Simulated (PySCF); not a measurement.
## Gas-phase XPS of `[SiH3]N([SiH3])[Si@@H]1CC[SiH2]N1`, computed

Compound: C2H14N2Si4.
SMILES with atom numbers: `[SiH3:1][N:2]([SiH3:3])[Si@@H:4]1[CH2:5][CH2:6][SiH2:7][NH:8]1`

Computed, not measured: PySCF 2.14.0, delta-SCF UKS SCAN, pcX-2 on the ionised atom, pcseg-1 elsewhere, spin-free X2C. Vertical ΔSCF values, vacuum level as zero.

Task: Give the core binding energies atom by atom.

Result: 
```csv
atom(s),bonded to,level,binding energy (eV),2p1/2 (eV),above the level's lowest (eV),count
Si7,"N, C and 2 H",Si 2p3/2,106.62,107.24,0.00,1
Si4,"2 N, C and H",Si 2p3/2,106.71,107.34,+0.09,1
Si1/Si3,N and 3 H,Si 2p3/2,106.90,107.52,+0.28,2
C5,"C, 2 H and Si",C 1s,289.98,–,0.00,1
C6,"C, 2 H and Si",C 1s,290.12,–,+0.14,1
N2,3 Si,N 1s,403.51,–,0.00,1
N8,H and 2 Si,N 1s,403.87,–,+0.36,1
Si7,"N, C and 2 H",Si 1s,1846.47,–,0.00,1
Si4,"2 N, C and H",Si 1s,1846.69,–,+0.22,1
Si1/Si3,N and 3 H,Si 1s,1846.77,–,+0.30,2
```

The 2 C 1s values lie within 0.14 eV of each other; Gaussian lines of 0.5 eV full width would blend them into one maximum.

Lowest listed N 1s: N2, bonded to 3 Si. Highest, 0.36 eV above it: N8, bonded to H and 2 Si. Summing the Pauling electronegativity differences to the bonded atoms, each weighted by its formal bond order, gives -3.42 for the lowest site and -3.12 for the highest.

Lowest listed Si 1s: Si7, bonded to N, C and 2 H. Highest, 0.30 eV above it: Si1/Si3, bonded to N and 3 H. The widest gap between neighbouring values is 0.22 eV, between 1846.47 and 1846.69 eV. Summing the Pauling electronegativity differences to the bonded atoms, each weighted by its formal bond order, gives +2.39 for the lowest site and +2.04 for the highest; the largest sum, +3.23, belongs to Si4, 0.08 eV below the top. The smallest sum, +2.04, belongs to Si1/Si3, 0.30 eV above the lowest.

Lowest listed Si 2p3/2: Si7, bonded to N, C and 2 H. Highest, 0.28 eV above it: Si1/Si3, bonded to N and 3 H. The widest gap between neighbouring values is 0.19 eV, between 106.71 and 106.90 eV. Summing the Pauling electronegativity differences to the bonded atoms, each weighted by its formal bond order, gives +2.39 for the lowest site and +2.04 for the highest; the largest sum, +3.23, belongs to Si4, 0.19 eV below the top. The smallest sum, +2.04, belongs to Si1/Si3, 0.28 eV above the lowest.

Task: Which photon energy gives electrons from Si 2p3/2 of Si4 a kinetic energy of 20 eV, and what is their de Broglie wavelength?

Result: hν = 106.71 + 20 = 126.71 eV, recoil neglected; λ = 12.264 Å/√(E/eV) = 2.74 Å.

One atom of each set of topologically equivalent atoms was ionised and stands for the set; in this conformer not all members are related by symmetry, and their own values weren't computed. The 2p values add to the ΔSCF energy of one spin-free hole a correction within the shell (spin–orbit coupling, ligand field). 2p1/2 minus 2p3/2 (ligand field included): Si 0.62 eV. The structure is a single PBE0-D3(BJ)/def2-SVP conformer in the gas phase; no vibrational or solvent corrections.

Time: 2.3 min; peak memory 0.61 GiB. Hardware: Intel Xeon 6975P-C, one thread, no GPU, shared host with 192 logical CPUs at a one-minute load of 71.
